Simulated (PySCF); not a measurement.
CF$_{3}$O$_{3}$S, charge -1, singlet, at a GFN2-xTB geometry; DF-CAMB3LYP/def2-SVP (PySCF).

Input for PySCF:
```python
from pyscf import gto, scf, dft

mol = gto.M(
    atom='''
O     1.43759940   -0.31893974    1.17113549
S     0.92357543   -0.03591358   -0.15049648
O     1.20167442    1.28840781   -0.66027026
O     1.03510126   -1.11234754   -1.10960410
C    -0.92892797    0.03612172    0.15136868
F    -1.26275110    0.99198614    1.03329425
F    -1.40924817   -1.11942013    0.63811600
F    -1.61673848    0.29420318   -0.97256107
''',
    basis='def2-svp',
    charge=-1,
    verbose=4,
)

mf = dft.RKS(mol)
mf.xc = 'camb3lyp'
mf = mf.density_fit(auxbasis='def2-universal-jkfit')
mf.kernel()
```

**Question.** Predict the main parts of the log of this PySCF run.

**Answer.** 
```
PySCF version 2.14.0

[INPUT] verbose = 4
[INPUT] num. atoms = 8
[INPUT] num. electrons = 74
[INPUT] charge = -1
[INPUT] spin (= nelec alpha-beta = 2S) = 0
[INPUT] symmetry False subgroup None
[INPUT] Mole.unit = angstrom
[INPUT] Symbol           X                Y                Z      unit          X                Y                Z       unit  Magmom
[INPUT]  1 O      1.437599400000  -0.318939740000   1.171135490000 AA    2.716669142839  -0.602708758840   2.213125330858 Bohr   0.0
[INPUT]  2 S      0.923575430000  -0.035913580000  -0.150496480000 AA    1.745304618077  -0.067866830353  -0.284397129911 Bohr   0.0
[INPUT]  3 O      1.201674420000   1.288407810000  -0.660270260000 AA    2.270835544696   2.434737897651  -1.247729959595 Bohr   0.0
[INPUT]  4 O      1.035101260000  -1.112347540000  -1.109604100000 AA    1.956057892592  -2.102032205934  -2.096847855695 Bohr   0.0
[INPUT]  5 C     -0.928927970000   0.036121720000   0.151368680000 AA   -1.755419452748   0.068260157948   0.286045349037 Bohr   0.0
[INPUT]  6 F     -1.262751100000   0.991986140000   1.033294250000 AA   -2.386253742493   1.874582123964   1.952643138588 Bohr   0.0
[INPUT]  7 F     -1.409248170000  -1.119420130000   0.638116000000 AA   -2.663093082845  -2.115397464025   1.205864475703 Bohr   0.0
[INPUT]  8 F     -1.616738480000   0.294203180000  -0.972561070000 AA   -3.055192942246   0.555963435176  -1.837874061714 Bohr   0.0

nuclear repulsion = 553.212042799155
number of shells = 50
number of NR pGTOs = 204
number of NR cGTOs = 116
basis = def2-svp
ecp = {}

******** <class 'pyscf.df.df_jk.DFRKS'> ********
method = DFRKS
initial guess = minao
damping factor = 0
level_shift factor = 0
DIIS = <class 'pyscf.scf.diis.CDIIS'>
diis_start_cycle = 1
diis_space = 8
diis_damp = 0
SCF conv_tol = 1e-09
SCF conv_tol_grad = None
SCF max_cycles = 50
direct_scf = False
XC library pyscf.dft.libxc version 7.1.2
    S. Lehtola, C. Steigemann, M. J. T. Oliveira, and M. A. L. Marques,  SoftwareX 7, 1–5 (2018)
XC functionals = camb3lyp
    T. Yanai, D. P. Tew, and N. C. Handy,  Chem. Phys. Lett. 393, 51 (2004)
radial grids:
    Treutler-Ahlrichs [JCP 102, 346 (1995); DOI:10.1063/1.469408] (M4) radial grids

becke partition: Becke, JCP 88, 2547 (1988); DOI:10.1063/1.454033
pruning grids: <function nwchem_prune>
grids dens level: 3
symmetrized grids: False
atomic radii adjust function: <function treutler_atomic_radii_adjust>
small_rho_cutoff = 0
Set gradient conv threshold to 3.16228e-05
Initial guess from minao.
tot grids = 118032
******** <class 'pyscf.df.df.DF'> ********
auxbasis = def2-universal-jkfit
Create RSH-DF object <pyscf.df.df.DF object> for omega=0.33
******** <class 'pyscf.df.df.DF'> ********
auxbasis = auxmol.basis = def2-universal-jkfit
init E= -962.515157357896
  HOMO = -0.348577320996688  LUMO = 0.0358745474435374  gap/eV = 10.46147
cycle= 1 E= -960.274927627907  delta_E= 2.24  |g|= 1.69  |ddm|= 3.59
  HOMO = 0.00993940349996603  LUMO = 0.219601206257006  gap/eV = 5.70519
cycle= 2 E= -959.668444889061  delta_E= 0.606  |g|= 2.54  |ddm|= 3.14
  HOMO = -0.126669939900849  LUMO = 0.344382521389969  gap/eV = 12.81799
cycle= 3 E= -960.797923174517  delta_E= -1.13  |g|= 0.0827  |ddm|= 1.97
  HOMO = -0.139335142648216  LUMO = 0.329734542838238  gap/eV = 12.76404
cycle= 4 E= -960.799261579154  delta_E= -0.00134  |g|= 0.0297  |ddm|= 0.117
  HOMO = -0.136224438436723  LUMO = 0.337747036885583  gap/eV = 12.89742
cycle= 5 E= -960.799432465646  delta_E= -0.000171  |g|= 0.00643  |ddm|= 0.0309
  HOMO = -0.136139145926878  LUMO = 0.337717858231522  gap/eV = 12.89431
cycle= 6 E= -960.799438649456  delta_E= -6.18e-06  |g|= 0.00285  |ddm|= 0.00744
  HOMO = -0.136476952388627  LUMO = 0.337526922195867  gap/eV = 12.89830
cycle= 7 E= -960.799440046557  delta_E= -1.4e-06  |g|= 0.000471  |ddm|= 0.00223
  HOMO = -0.13644660008234  LUMO = 0.337528713118146  gap/eV = 12.89753
cycle= 8 E= -960.799440104857  delta_E= -5.83e-08  |g|= 7.53e-05  |ddm|= 0.000819
  HOMO = -0.136444834855344  LUMO = 0.337522651189073  gap/eV = 12.89731
cycle= 9 E= -960.799440106537  delta_E= -1.68e-09  |g|= 2.27e-05  |ddm|= 0.000133
  HOMO = -0.136447015255854  LUMO = 0.337521957287558  gap/eV = 12.89735
cycle= 10 E= -960.799440106684  delta_E= -1.47e-10  |g|= 7.9e-06  |ddm|= 4.06e-05
  HOMO = -0.136445438757723  LUMO = 0.337523827661068  gap/eV = 12.89736
Extra cycle  E= -960.799440106692  delta_E= -8.19e-12  |g|= 6.22e-06  |ddm|= 1.62e-05
converged SCF energy = -960.799440106692
```
